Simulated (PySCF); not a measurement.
C₆H₁₃As.
Atom-mapped SMILES: `[CH2:1]=[CH:2][CH2:3][C:4]([CH3:5])([CH3:6])[AsH2:7]` (hydrogens: H8, H9 on C1; H10 on C2; H11, H12 on C3; H13, H14, H15 on C5; H16, H17, H18 on C6; H19, H20 on As7)

Theory: PBE0-D3(BJ)/def2-SVP geometry optimisation, gas phase (PySCF 2.14.0).

Problem. Give the optimised bond lengths and angles.

Solution. 
```tsv
bond	length (Å)	order
C1=C2	1.334	double
C2–C3	1.498	single
C3–C4	1.545	single
C4–C5, C4–C6	1.526	single
C4–As7	2.007	single
C1–H8	1.093	single
C1–H9	1.095	single
C2–H10	1.097	single
C3–H11, C3–H12	1.104	single
C5–H13 and 5 like bonds	1.102	single
As7–H19, As7–H20	1.527	single
```

Bonds in one row agree within 0.01 Å and their mean is given. Orders are formal, as drawn. A selection of angles:
```tsv
angle	degrees
C2–C1–H8	121.6
C2–C1–H9	121.3
H8–C1–H9	117.0
C1–C2–C3	124.9
C1–C2–H10	118.5
C3–C2–H10	116.5
C2–C3–C4	114.5
C2–C3–H11	109.0
C4–C3–H11	109.0
H11–C3–H12	106.7
C3–C4–C5	111.5
C3–C4–As7	105.6
C5–C4–C6	110.5
C5–C4–As7	106.4
C6–C4–As7	111.8
C4–C5–H13	111.9
H13–C5–H14	107.9
C4–C6–H17	110.4
C4–As7–H19	95.5
H19–As7–H20	92.1
```

Dihedral angles: C1–C2–C3–C4 -113° (anticlinal); C2–C3–C4–C5 -59° (synclinal). The mirror-image conformer, all signs reversed, is as good.

Of the pairs four or more bonds apart, C2···H17 is among the closest relative to their van der Waals radii: 2.77 Å, 96 % of the sum of Bondi's values. The 5 C–C bonds span 1.334 Å (C1=C2, drawn double) to 1.545 Å (C3–C4, drawn single), a spread of 0.211 Å. As7 (arsenic bonded to C and 2 H) is pyramidal (angles 95.5°, 95.3° and 92.1°, sum 282.9°, 0.88 Å off the plane of its three neighbours).

Point group: C1 (no symmetry element, even within 0.4 Å). Whether it is a minimum is left open (no frequencies). One conformer, not necessarily the lowest (C1–C2–C3–C4 -113°, C2–C3–C4–C5 -59°, C3–C4–As7–H -74° and -167°).

The run took 2.5 min wall on Arm Neoverse V2, one thread, shared host with 192 logical CPUs at a one-minute load of 16, and the process peaked at 0.85 GiB of memory. These figures are those of the optimisation.
